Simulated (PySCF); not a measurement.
**Field gradients at the hydrogen positions**

Species: C5H8F3OP.
SMILES with atom numbers: `[CH3:1][P@:2]1(=[O:3])[CH2:4][C@H:5]([C:6]([F:7])([F:8])[F:9])[CH2:10]1` (hydrogens: H11, H12, H13 on C1; H14, H15 on C4; H16 on C5; H17, H18 on C10)

Geometry (GFN2-xTB, Å), atoms numbered from 1 in this order:
```
atom  x, y, z in Å
C1    -2.2381    0.5767   -0.0478
P2    -1.1448   -0.8726   -0.2347
O3    -1.8422   -2.1294   -0.5074
C4     0.1995   -0.8697    1.0553
C5     1.2298   -0.3902    0.0109
C6     1.6980    1.0200    0.2992
F7     0.6842    1.8956    0.3912
F8     2.5137    1.4904   -0.6569
F9     2.3743    1.1052    1.4551
C10    0.3532   -0.4482   -1.2582
H11   -2.9244    0.3613    0.7692
H12   -2.8121    0.6690   -0.9682
H13   -1.6880    1.4891    0.1504
H14    0.4046   -1.8775    1.4124
H15    0.0911   -0.2086    1.9123
H16    2.1274   -1.0103   -0.0430
H17    0.6270   -1.2696   -1.9181
H18    0.3379    0.4751   -1.8333
```

Level: PBE0/pcSseg-1 (PySCF, non-relativistic); Q(2H) = 0.00286 b; rigid geometry, the same for H and D, with no vibrational averaging.

Task: Tabulate Vzz, the asymmetry η and χzz = 234.96 MHz × Q × Vzz for every hydrogen position.

Result: 
```tsv
atom	bonded to	bond length (Å)	Vzz (au)	η	χzz (kHz)
H11	C1	1.089	0.3132	0.02	210
H12	C1	1.089	0.3129	0.02	210
H13	C1	1.084	0.3186	0.01	214
H14	C4	1.089	0.3120	0.03	210
H15	C4	1.088	0.3132	0.05	210
H16	C5	1.092	0.2970	0.05	200
H17	C10	1.089	0.3122	0.03	210
H18	C10	1.088	0.3131	0.05	210
```

Task: A static deuteron (I = 1) shows a doublet split by (3/2)χ, (3/4)χ(1 + η) and (3/4)χ(1 − η) with the field along z, y and x of the gradient. What are these for H15?

Result: With |χ| = 210.5 kHz and η = 0.048: 316, 165 and 150 kHz, to first order and without motion.

Geometry: GFN2-xTB; no solvent, vibrations or thermal averaging. GFN2-xTB bond lengths can be off by several hundredths of an ångström, more for odd bonds, and the gradients follow them. The basis is small and wasn't made for field gradients, so the couplings can be 20 % off.
